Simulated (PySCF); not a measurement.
C$_{4}$H$_{12}$O$_{4}$Ti, triplet, at a GFN2-xTB geometry (such geometries of metal compounds can be far from the true shape) (the multiplicity is a formal guess); DF-B3LYP/def2-SV(P) (PySCF).

The PySCF input:
```python
from pyscf import gto, scf, dft

mol = gto.Mole()
mol.atom = '''
    Ti    0.20428409    0.01719143    0.18943717
    O    -1.57175937    0.20905870    0.43486864
    C    -1.71222896    0.89942815    1.63310933
    H    -0.90505706    1.65838599    1.73697637
    H    -2.68926980    1.40893968    1.65796989
    H    -1.64383368    0.20814387    2.49136806
    O     0.91106053   -0.81005718   -1.30941650
    C     0.09971377   -0.83738829   -2.42374965
    H     0.29934767    0.04691736   -3.05934113
    H     0.32335633   -1.72874078   -3.03387543
    H    -0.97718831   -0.83599539   -2.14945761
    O     0.70581010   -1.19491738    1.45638054
    C     0.46012773   -2.44463085    0.95879222
    H     0.83287232   -2.48166689   -0.09879669
    H     1.01062645   -3.20725035    1.53532784
    H    -0.62041800   -2.68550771    0.94558554
    O     0.77138312    1.73121427    0.00232228
    C     0.09178883    2.38925700   -1.00172632
    H    -0.96831077    2.05667919   -1.04842929
    H     0.12466019    3.47818711   -0.82992120
    H     0.55060104    2.18131338   -1.98681744
'''
mol.basis = 'def2-sv(p)'
mol.spin = 2
mol.verbose = 4
mol.build()

mf = dft.UKS(mol)
mf.xc = 'b3lyp'
mf = mf.density_fit(auxbasis='def2-universal-jkfit')
mf.kernel()
```

What the program printed (banner, timings and long lists left out):

```
PySCF version 2.14.0

[INPUT] verbose = 4
[INPUT] num. atoms = 21
[INPUT] num. electrons = 90
[INPUT] charge = 0
[INPUT] spin (= nelec alpha-beta = 2S) = 2
[INPUT] symmetry False subgroup None
[INPUT] Mole.unit = angstrom
[INPUT] Symbol           X                Y                Z      unit          X                Y                Z       unit  Magmom
[INPUT]  1 Ti     0.204284090000   0.017191430000   0.189437170000 AA    0.386040981706   0.032487094390   0.357984369113 Bohr   0.0
[INPUT]  2 O     -1.571759370000   0.209058700000   0.434868640000 AA   -2.970194743019   0.395063686958   0.821782629762 Bohr   0.0
[INPUT]  3 C     -1.712228960000   0.899428150000   1.633109330000 AA   -3.235643796949   1.699672872224   3.086129365172 Bohr   0.0
[INPUT]  4 H     -0.905057060000   1.658385990000   1.736976370000 AA   -1.710309970504   3.133895329916   3.282409624141 Bohr   0.0
[INPUT]  5 H     -2.689269800000   1.408939680000   1.657969890000 AA   -5.081983397064   2.662510121232   3.133109014875 Bohr   0.0
[INPUT]  6 H     -1.643833680000   0.208143870000   2.491368060000 AA   -3.106395449536   0.393334908807   4.708003308889 Bohr   0.0
[INPUT]  7 O      0.911060530000  -0.810057180000  -1.309416500000 AA    1.721654884601  -1.530786215438  -2.474438567987 Bohr   0.0
[INPUT]  8 C      0.099713770000  -0.837388290000  -2.423749650000 AA    0.188431716148  -1.582434528018  -4.580223033010 Bohr   0.0
[INPUT]  9 H      0.299347670000   0.046917360000  -3.059341130000 AA    0.565685112327   0.088660960888  -5.781316857317 Bohr   0.0
[INPUT] 10 H      0.323356330000  -1.728740780000  -3.033875430000 AA    0.611054904344  -3.266846614567  -5.733193658747 Bohr   0.0
[INPUT] 11 H     -0.977188310000  -0.835995390000  -2.149457610000 AA   -1.846618278027  -1.579802328499  -4.061886199262 Bohr   0.0
[INPUT] 12 O      0.705810100000  -1.194917380000   1.456380540000 AA    1.333787784952  -2.258066589683   2.752160353746 Bohr   0.0
[INPUT] 13 C      0.460127730000  -2.444630850000   0.958792220000 AA    0.869515392018  -4.619682782163   1.811854706164 Bohr   0.0
[INPUT] 14 H      0.832872320000  -2.481666890000  -0.098796690000 AA    1.573900581531  -4.689670754501  -0.186698686114 Bohr   0.0
[INPUT] 15 H      1.010626450000  -3.207250350000   1.535327840000 AA    1.909807204741  -6.060824774415   2.901349129020 Bohr   0.0
[INPUT] 16 H     -0.620418000000  -2.685507710000   0.945585540000 AA   -1.172420102750  -5.074874077308   1.786897697949 Bohr   0.0
[INPUT] 17 O      0.771383120000   1.731214270000   0.002322280000 AA    1.457702833913   3.271520833239   0.004388473185 Bohr   0.0
[INPUT] 18 C      0.091788830000   2.389257000000  -1.001726320000 AA    0.173455749994   4.515041371200  -1.892988396568 Bohr   0.0
[INPUT] 19 H     -0.968310770000   2.056679190000  -1.048429290000 AA   -1.829842158767   3.886560395192  -1.981244219072 Bohr   0.0
[INPUT] 20 H      0.124660190000   3.478187110000  -0.829921200000 AA    0.235573617736   6.572821047892  -1.568323772970 Bohr   0.0
[INPUT] 21 H      0.550601040000   2.181313380000  -1.986817440000 AA    1.040485169501   4.122084880049  -3.754540821109 Bohr   0.0

nuclear repulsion = 750.479917504975
number of shells = 82
number of NR pGTOs = 306
number of NR cGTOs = 160
basis = def2-sv(p)
ecp = {}

******** <class 'pyscf.df.df_jk.DFUKS'> ********
method = DFUKS
initial guess = minao
damping factor = 0
level_shift factor = 0
DIIS = <class 'pyscf.scf.diis.CDIIS'>
diis_start_cycle = 1
diis_space = 8
diis_damp = 0
SCF conv_tol = 1e-09
SCF conv_tol_grad = None
SCF max_cycles = 50
direct_scf = False
number electrons alpha = 46  beta = 44
XC library pyscf.dft.libxc version 7.1.2
    S. Lehtola, C. Steigemann, M. J. T. Oliveira, and M. A. L. Marques,  SoftwareX 7, 1–5 (2018)
XC functionals = b3lyp
    P. J. Stephens, F. J. Devlin, C. F. Chabalowski, and M. J. Frisch,  J. Phys. Chem. 98, 11623 (1994)
radial grids:
    Treutler-Ahlrichs [JCP 102, 346 (1995); DOI:10.1063/1.469408] (M4) radial grids

becke partition: Becke, JCP 88, 2547 (1988); DOI:10.1063/1.454033
pruning grids: <function nwchem_prune>
grids dens level: 3
symmetrized grids: False
atomic radii adjust function: <function treutler_atomic_radii_adjust>
small_rho_cutoff = 0
Set gradient conv threshold to 3.16228e-05
tot grids = 251400
******** <class 'pyscf.df.df.DF'> ********
auxbasis = def2-universal-jkfit
init E= -1310.26546407226

cycle= 1 E= -1309.11651286127  delta_E= 1.15  |g|=    1  |ddm|= 3.37

cycle= 2 E= -1307.54881350068  delta_E= 1.57  |g|= 2.23  |ddm|= 3.21

cycle= 3 E= -1309.38577893564  delta_E= -1.84  |g|= 0.54  |ddm|= 2.64

cycle= 4 E= -1309.45777077715  delta_E= -0.072  |g|= 0.408  |ddm|=  1.1

cycle= 5 E= -1309.51094497285  delta_E= -0.0532  |g|= 0.221  |ddm|= 0.679

cycle= 6 E= -1309.53210620337  delta_E= -0.0212  |g|= 0.0828  |ddm|=  0.3

cycle= 7 E= -1309.53467402907  delta_E= -0.00257  |g|= 0.0412  |ddm|= 0.132

cycle= 8 E= -1309.53545210057  delta_E= -0.000778  |g|= 0.00891  |ddm|= 0.0449

cycle= 9 E= -1309.53548693532  delta_E= -3.48e-05  |g|= 0.00822  |ddm|= 0.0181

cycle= 10 E= -1309.53551321978  delta_E= -2.63e-05  |g|= 0.00396  |ddm|= 0.00752

cycle= 11 E= -1309.53552720715  delta_E= -1.4e-05  |g|= 0.0031  |ddm|= 0.0109

cycle= 12 E= -1309.53553577098  delta_E= -8.56e-06  |g|= 0.00116  |ddm|= 0.00929

cycle= 13 E= -1309.5355374278  delta_E= -1.66e-06  |g|= 0.000517  |ddm|= 0.00478

cycle= 14 E= -1309.5355376377  delta_E= -2.1e-07  |g|= 0.000429  |ddm|= 0.00156

cycle= 15 E= -1309.5355378168  delta_E= -1.79e-07  |g|= 0.000144  |ddm|= 0.00197

cycle= 16 E= -1309.53553781986  delta_E= -3.06e-09  |g|= 0.00015  |ddm|= 0.000573

cycle= 17 E= -1309.53553783863  delta_E= -1.88e-08  |g|= 7.95e-05  |ddm|= 0.000427

cycle= 18 E= -1309.53553784558  delta_E= -6.96e-09  |g|= 4.1e-05  |ddm|= 0.000342

cycle= 19 E= -1309.53553784765  delta_E= -2.07e-09  |g|= 2.67e-05  |ddm|= 0.000157

cycle= 20 E= -1309.53553784878  delta_E= -1.13e-09  |g|= 1.16e-05  |ddm|= 0.000121

cycle= 21 E= -1309.53553784925  delta_E= -4.79e-10  |g|= 8.12e-06  |ddm|= 9.36e-05

Extra cycle  E= -1309.53553784919  delta_E= 6.37e-11  |g|= 2.09e-05  |ddm|= 4.36e-05
converged SCF energy = -1309.53553784919  <S^2> = 2.0063596  2S+1 = 3.0042367
```
